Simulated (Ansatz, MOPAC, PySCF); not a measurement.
ethylamine (SMILES CCN) and HF (SMILES F) are pulled apart as rigid monomers along the line of their centres of mass, from the B3LYP-D3(BJ)/def2-TZVP minimum. Starting geometry (charge 0, multiplicity 1):
```xyz
12

C      1.249     0.491     0.016
C     -0.258     0.310    -0.059
N     -0.691    -0.779     0.839
H      1.566     1.318    -0.619
H      1.559     0.697     1.041
H      1.768    -0.409    -0.325
H     -0.568     0.129    -1.094
H     -0.759     1.220     0.277
H     -1.694    -0.916     0.789
H     -0.254    -1.656     0.572
F      0.017    -0.038     3.218
H     -0.267    -0.367     2.347
```

Interaction energies with rigid monomers; basis-set methods are counterpoise corrected unless marked otherwise.

The state that PM3 reach isn't checked.

The values were computed with Ansatz (a program for electronic structure); MOPAC for PM3 (differences of heats of formation); PySCF for the dispersion terms. Each number belongs to the level named beside it.

| N3···H12 (Å) | PM3 (kJ/mol) | PBE-D4/def2-TZVPPD (kJ/mol) | B3LYP/def2-TZVPPD (kJ/mol) | B3LYP-D4/def2-TZVPPD (kJ/mol) | PBE0-D3(BJ)/def2-TZVPPD (kJ/mol) |
|---|---|---|---|---|---|
| 1.47 | … | -68.0 | -59.3 | -64.7 | -70.0 |
| 1.62 | -17.2 | -72.7 | -64.9 | -69.8 | -73.7 |
| 1.85 | -26.0 | -66.4 | -59.8 | -64.0 | -66.4 |
| 2.23 | -12.0 | -46.7 | -42.0 | -44.9 | -46.1 |
| 2.86 | -6.9 | … | -20.4 | -21.7 | -22.7 |

### Question
Some entries are withheld; supply them.

### Answer

- 2.86, PBE-D4/def2-TZVPPD (kJ/mol): -23.0
- 1.47, PM3 (kJ/mol): 13.9
